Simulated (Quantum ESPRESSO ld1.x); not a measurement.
The numbers below are computed, except where a source is named.
Os29+, 47 electrons, occupied as [Kr] 4d10 4f1.

Code: ld1.x of Quantum ESPRESSO 7.5. Model: scalar-relativistic Kohn-Sham, relativistic LDA (MacDonald-Vosko exchange, VWN5 correlation), spin-unpolarised, spherical densities, point nucleus.

Energy parts (eV):
| part | energy |
|---|---|
| total | -457309.7 |
| kinetic | 506344.2 |
| electron-nucleus | -1082994.6 |
| Hartree | 126251.9 |
| exchange-correlation | -6911.2 |

Orbitals (lengths in bohr, moments of r in powers of bohr; r(90%) holds 90 % of the orbital's charge):
orbital	occ.	eigenvalue (eV)	<r^4>	r(90%)	<r^2>
1s	2	-74387.8	5.202e-07	0.0325	0.0004370
2s	2	-13815.9	0.00007743	0.117	0.006695
2p	6	-12179.2	0.00006139	0.110	0.005567
3s	2	-4005.79	0.002769	0.284	0.04298
3p	6	-3523.68	0.002973	0.290	0.04369
3d	10	-2985.40	0.002265	0.272	0.03607
4s	2	-1567.55	0.05008	0.582	0.1887
4p	6	-1397.60	0.06059	0.612	0.2061
4d	10	-1191.85	0.06863	0.635	0.2149
4f	1	-973.637	0.06308	0.626	0.1972

The highest occupied level is 4f at -973.64 eV. For comparison, the ionisation energy in NIST's Atomic Spectra Database is 1015 eV (theoretical). In exact Kohn-Sham theory the highest level is minus the ionisation energy, but local and semilocal functionals leave it too shallow, through self-interaction and a potential that decays too fast; potentials with the right tail come closer. Summed over all electrons, <r^2> = 4.717 bohr^2, which gives a Langevin (diamagnetic) susceptibility term of -3.74 x 10^-6 cm^3/mol.

Beside tabulated values, note that spin-unpolarised runs miss the spin-polarisation part of the exchange energy of open shells.
